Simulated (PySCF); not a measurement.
Atoms are numbered as in `[NH2:1][CH2:2][C:3]1=[C:4]([CH2:5][SiH3:6])[CH2:7][SiH2:8]1`. Each H is labelled by its parent atom.

Non-relativistic Hamiltonian, equivalent nuclei averaged, no solvent, one conformer. Structure optimised with GFN2-xTB; shielding tensors at PBE0/pcSseg-1 (GIAO); PySCF 2.14.0 with density-fitted response routines.

Chemical shifts δ = σref − σ; 13C and 1H and 29Si against TMS; 15N against NH3, all at this level.

```
 atoms  nucleus  count  δ (ppm)
 H(C5)       1H      2     2.02
 H(N1)       1H      2        ?
   Si8     29Si      1    -54.5
   Si6     29Si      1    -75.7
    C2      13C      1     46.0
    C5      13C      1     18.4
    C7      13C      1     20.1
    N1      15N      1        ?
    C4      13C      1        ?
H(Si6)       1H      3     3.88
 H(C7)       1H      2     1.72
 H(C2)       1H      2        ?
H(Si8)       1H      2     4.85
    C3      13C      1    149.5
```

**Question.** Estimate the values marked ?.

**Answer.** 
- C4: 163.0 ppm, fully substituted alkene carbon; as expected for a trigonal carbon in a double bond
- H(C2): 3.68 ppm, hydrogen on an allylic sp3 CH2 bonded to N; its carbon carries N, which withdraws density
- H(N1): 0.55 ppm, hydrogen on an amine nitrogen; labile proton, position sensitive to the medium
- N1: 38.9 ppm, amine nitrogen

OH and NH positions are those of a molecule without intermolecular hydrogen bonds; in solution they move with solvent, concentration and temperature, and exchange usually removes their couplings. Shifts are as computed. Against solution values, carbons near 30 ppm lie about +3 ppm off and those near 130 ppm about +5 ppm. Of 1211 compounds with measured shifts, 218 miss one by over three times the rms of a fit or turn the order of signals round; such compounds aren't used in these exercises. Experimental scales use liquid or dissolved standards, which lie at an offset from isolated NH3 (liquid NH3: subtract about 20 ppm).
